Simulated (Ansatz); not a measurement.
`[SiH3][SiH2][N]1[CH2][AlH]1` + `[NH2][AlH][OH]` → `[NH2][AlH][O][SiH2][SiH3]` + `[CH2]1[NH][AlH]1`  (ligand exchange at the Si–N bond)

Program: Ansatz. Geometries: PBE0-D4/def2-TZVP. ΔE: electronic, gas phase. CBS: MP2 limit from def2 TZ/QZ plus the TZ coupled-cluster correction, frozen cores. This one scheme is used for every species. Functionals use def2-TZVPP. B3LYP here is the variant with VWN-RPA as its local correlation; programs differ in this. One conformer a species, not always the lowest.

`[SiH3][SiH2][N]1[CH2][AlH]1`:

Cartesian coordinates in Å:
```
Si -1.867 1.261 -0.254
Si 0.355 1.071 0.486
N 1.074 -0.391 -0.038
C 0.548 -1.779 0.338
Al 2.059 -1.608 -0.805
H -2.698 0.122 0.228
H -2.490 2.521 0.243
H -1.931 1.269 -1.744
H 1.147 2.215 -0.049
H 0.346 1.173 1.978
H -0.456 -1.994 -0.032
H 0.627 -2.010 1.402
H 3.286 -1.850 -1.751
```

`[NH2][AlH][OH]`:

Z-matrix (Å, degrees):
```
N
Al 1 1.760
H 1 1.006 2 124.4
H 1 1.007 2 125.1 3 -180.0
O 2 1.698 1 116.8 3 -180.0
H 2 1.579 1 120.8 3 -0.1
H 5 0.955 2 123.2 1 180.0
```

`[NH2][AlH][O][SiH2][SiH3]`:

```xyz
13

N    -2.382    0.000   -0.585
Al   -1.504   -1.511   -0.371
O     0.171   -1.447   -0.152
Si    1.604   -0.700    0.036
Si    1.291    1.550    0.631
H    -1.970    0.919   -0.610
H    -3.380    0.062   -0.705
H    -2.243   -2.898   -0.377
H     2.386   -0.766   -1.231
H     2.400   -1.386    1.093
H     0.424    2.229   -0.376
H     0.617    1.666    1.954
H     2.586    2.282    0.695
```

`[CH2]1[NH][AlH]1`:

Z-matrix (Å, degrees):
```
C
Al 1 1.919
N 1 1.507 2 58.8
H 1 1.093 2 122.8 3 101.9
H 1 1.093 2 122.8 3 -101.9
H 2 1.571 1 166.1 3 -180.0
H 3 1.005 1 121.0 2 180.0
```

CCSD(T)/CBS gives -8.6 kcal/mol.

(1) Another level gave -8.5 kcal/mol. Which?
A. SCS-MP2/def2-TZVPP
B. B3LYP/def2-TZVPP
C. MP2/def2-TZVPP
D. HF/def2-TZVPP

Largest T1 diagnostic among the species: 0.015.

Answers

(1) A. SCS-MP2/def2-TZVPP -8.5, B3LYP -9.8, MP2/def2-TZVPP -7.5, HF/def2-TZVPP -11.5 kcal/mol.

In def2-TZVPP, CCSD(T) changes the Hartree–Fock value by +3.0 kcal/mol (the triples alone add +0.6 kcal/mol) and MP2 by +4.0 kcal/mol.
